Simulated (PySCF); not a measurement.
## Broadened absorption spectrum of C4H8FNSi2

Species: C₄H₈FNSi₂.
SMILES: `C(=C\C#C)/N([SiH3])[SiH2]F`

Theory: TDDFT CAM-B3LYP/def2-SVPD, vertical, gas phase, core orbitals frozen in the response (PySCF). One conformer (not necessarily the lowest) at the GFN2-xTB geometry, without solvent, vibrations or thermal averaging. Torsions of this conformer, `[CH:1]#[C:2]/[CH:3]=[CH:4]/[N:5]([SiH3:6])[SiH2:7][F:8]`: C3–C4–N5–Si6 0°, C4–N5–Si7–F8 177°.

Broadening: Gaussians 0.4 eV wide at half height, area fixed by f = 4.319×10⁻⁹ ∫ε dν̃. The width is an assumption, not a result. The curve ends short of the highest state used, and states not computed would add to its high-energy end.

| E (eV) | ε (L mol⁻¹ cm⁻¹) |
| --- | --- |
| 4.60 | 61 |
| 4.65 | 167 |
| 4.70 | 418 |
| 4.75 | 956 |
| 4.80 | 2008 |
| 4.86 | 4363 |
| 4.91 | 7572 |
| 4.96 | 12052 |
| 5.01 | 17593 |
| 5.06 | 23552 |
| 5.11 | 28920 |
| 5.16 | 32578 |
| 5.21 | 33674 |
| 5.26 | 31950 |
| 5.31 | 27843 |
| 5.36 | 22306 |
| 5.41 | 16453 |
| 5.46 | 11200 |
| 5.51 | 7062 |
| 5.56 | 4150 |
| 5.61 | 2294 |
| 5.66 | 1211 |
| 5.71 | 624 |
| 5.76 | 324 |
| 5.81 | 175 |
| 5.86 | 101 |
| 5.91 | 63 |
| 5.96 | 43 |
| 6.02 | 31 |
| 6.07 | 27 |
| 6.12 | 26 |
| 6.17 | 28 |
| 6.22 | 31 |
| 6.27 | 36 |
| 6.32 | 44 |
| 6.37 | 61 |

(1) Where are the band maxima, and which computed states make them?

(2) On this curve, what absorbance would a 10⁻⁴ mol/L sample give at 254 nm over a 1 cm path?

Results:

(1) 238 nm (5.20 eV), ε about 34000, made up of S1 (100%) (ε in L mol⁻¹ cm⁻¹; maxima over ε = 5, shares over 10%). At its high-energy end, 6.37 eV, the curve is still rising (ε about 61, from S6 and S7). The states used: S1 5.20 eV (f 0.498); S2 5.47 eV (f 0.0074); S3 5.71 eV (f 0.0004); S4 5.81 eV (f 0.0004); S5 5.91 eV (f 0.0000); S6 6.27 eV (f 0.0004); S7 6.78 eV (f 0.010); S8 6.97 eV (f 0.0034).

(2) 254 nm is 4.881 eV, where ε is about 5600 L mol⁻¹ cm⁻¹, so A = ε c l ≈ 0.56 (Beer–Lambert, with the gas-phase spectrum and the assumed width).

On one thread of an AMD EPYC, on a shared host, this took 3.1 min wall, 2.6 min CPU (grids of density and orbitals included) and 1.0 GiB of memory at its peak.
